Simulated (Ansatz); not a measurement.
Gas-phase electronic energies from Ansatz, PBE0-D4/def2-TZVP geometries. CCSD(T)/CBS is the MP2 limit (def2-TZVPP, def2-QZVPP) plus CCSD(T) − MP2 in def2-TZVPP, frozen cores. This one scheme is used for every species. DFT in def2-TZVPP. def2 core potentials past Kr. For Ga, In outer-core shells are correlated without core-valence functions, which leaves a few kJ/mol of doubt a bond. Scalar relativity is left out up to krypton. One conformer a species, not always the lowest.

Reaction (formal exchange of groups at the In–C bond): `[CH3][In]([CH3])[OH]` + `[GaH3]` → `[CH3][In]([OH])[GaH2]` + CH₄

```csv
level,ΔE (eV)
LDA (SPW92),-0.93
B2PLYP,-0.92
PBE-QIDH,-0.90
HF/def2-QZVPP,-0.89
```

Problem. What does CCSD(T)/CBS give? (Best estimate.)

Solution. Ansatz gave: -0.90 eV. The listed levels differ from it by -0.03, -0.02, 0.00, 0.01 eV.

Largest T1 diagnostic among the species: 0.015.

From BLYP to BHLYP (50 % exact exchange), in def2-TZVPP and without D4, ΔE moves by +0.05 eV. Leaving LDA and LC-ωPBE aside and taking each functional with its dispersion term where it has one, the values, not all of them listed here, spread over 0.13 eV, from BLYP-D4 to ωB97X-V. LDA lies +0.05 eV from PBE without D4. In def2-TZVPP, CCSD(T) changes the Hartree–Fock value by +0.04 eV (the triples alone add +0.01 eV) and MP2 by +0.05 eV.
